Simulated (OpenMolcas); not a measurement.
## Exact exchange and the vertical electron affinity of C2H4BCl

The species is C2H4BCl (8 atoms), meant as a singlet with charge 0. SMILES: `C=CBCl`. Geometry: relaxed at PBE0-D4/def2-TZVP. This is one conformer, not always the lowest.

The vertical electron affinity (to the doublet anion) y, in eV, basis def2-SVPD; a is the functional's share of exact exchange. Programs: OpenMolcas 26.06.

| functional | program | a | y (eV) |
| --- | --- | --- | --- |
| PBE | OpenMolcas | 0 | 0.28 |
| TPSS | OpenMolcas | 0 | 0.19 |
| B3LYP | OpenMolcas | 0.2 | 0.21 |
| PBE0 | OpenMolcas | 0.25 | ? |
| BHLYP | OpenMolcas | 0.5 | 0.04 |

Question: Fit y = c + s·a to the known rows and predict PBE0.

Answer: 
1. Means of the 4 rows: a = 0.1750, y = 0.180.
2. Σ(Δa)² = 0.1675, Σ(Δa·Δy) = -0.064, so the slope is -0.064/0.1675 = -0.38209.
3. Intercept: 0.180 − (-0.38209) × 0.1750 = 0.247. The largest residual of the fit is 0.057.
4. PBE0: 0.247 + (-0.38209) × 0.25 = 0.15 eV.

The run gave 0.26 eV, so the prediction is off by -0.11 eV, more than the largest residual. The rows mix families of semi-local functionals, which the line can't see.
